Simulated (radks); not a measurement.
Task: Numerical settings for the thulium ion Tm+, [Xe] 4f13 6s1. Calculated with a radial shooting solver on a logarithmic mesh with Libxc functionals: scalar-relativistic Kohn-Sham, r2SCAN, spin-polarised, spherical densities, finite nucleus; open shells are filled with parallel spins first (spin-orbit coupling, left out, can overturn this in heavy ions); meta-GGA in the generalised Kohn-Sham scheme; Fermi nuclear charge, rms radius 5.2256 fm. The defaults (mesh step 0.008 in ln r, mesh end at 40 bohr or more with all orbitals vanishing there, Anderson mixing 0.5 over 9 steps, residual threshold near 1e-9 with the energy settled to 1e-9 hartree or 1e-11 of itself, here a cap of 65 iterations) give E = -13567.184 hartree and 4f at -8.999 eV in 15 iterations. Run on one thread of a shared host, so times are rough (Arm Neoverse V2): 0.28 s of CPU time, 0.28 s wall, 15 iterations on 2360 mesh points. One setting is changed at a time: mesh step in ln r 0.08; mesh step in ln r 0.2; mesh step in ln r 0.12; mesh end (bohr) 5; mesh end (bohr) 12; residual threshold 0.01; residual threshold 0.1; mixing 0.01; linear mixing, mixing 0.8; linear mixing, mixing 0.2; mixing history 2; iteration cap 3. Which runs fail to converge, and which converge to a wrong energy?

Result: Not converged within the cap: mesh step in ln r 0.08; mesh step in ln r 0.2; mesh step in ln r 0.12; mixing 0.01; linear mixing, mixing 0.8; iteration cap 3. Settings that end as converged yet miss the energy by more than 1 mhartree: mesh end (bohr) 5 (+0.0976 hartree).
